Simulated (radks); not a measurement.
Question: Ag+, configuration [Ar] 3d10 4s1 4p6 4d10 5s1 (not the ground configuration). Calculated with a radial shooting solver on a logarithmic mesh with Libxc functionals: scalar-relativistic Kohn-Sham, r2SCAN, spin-polarised, spherical densities, finite nucleus; open shells are filled with parallel spins first (spin-orbit coupling, left out, can overturn this in heavy ions); meta-GGA in the generalised Kohn-Sham scheme; Fermi nuclear charge, rms radius 4.5454 fm. Some entries of the table are withheld. Estimate them.

orbital,occ.,eigenvalue (hartree),<r> (bohr)
1s up,1,-933.3437,0.03111
1s down,1,-933.3315,0.03111
2s up,1,-138.4629,0.1349
2s down,1,-138.4548,0.1349
2p up,3,-124.1584,0.1177
2p down,3,-124.1489,0.1177
3s up,1,-26.09976,0.3676
3s down,1,-26.08714,0.3676
3p up,3,-21.36307,0.3669
3p down,3,-21.34902,0.3669
3d up,5,-13.91046,0.3457
3d down,5,-13.89474,0.3455
4s up,1,-4.16319,(1)
4s down,0,-4.08616,(2)
4p up,3,-2.77348,0.9901
4p down,3,-2.70807,0.9955
4d up,5,-0.78108,(3)
4d down,5,-0.73361,(4)
5s up,1,-0.49674,2.674
5s down,0,-0.43004,2.698

Answer: 
(1) 4s up <r> (bohr): 0.9077
(2) 4s down <r> (bohr): 0.9118
(3) 4d up <r> (bohr): 1.301
(4) 4d down <r> (bohr): 1.305
